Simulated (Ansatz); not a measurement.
Computed with Ansatz.

A structure relaxed at PBE0-D4/def2-TZVP, charge 0, multiplicity 1:

Cartesian coordinates in Å:
```
Cl -0.320 -1.828 -0.924
C -0.352 -0.378 0.039
Cl -1.742 -0.294 1.084
B 0.551 0.799 -0.220
O 0.901 -0.097 0.713
H 0.963 1.798 -0.692
```

(1) Give its formula and SMILES.

(2) Point group (tolerance 0.08 Å, 0.16 Å for H)?

(3) Summarise the bond lengths by kind.

Results:

(1) CHBCl2O, `ClC1(Cl)BO1`.

(2) Cs.

(3) 2 × C–Cl 1.741 Å; 1 × B–C 1.506 Å; 1 × C–O 1.451 Å; 1 × B–O 1.340 Å; 1 × B–H 1.180 Å.
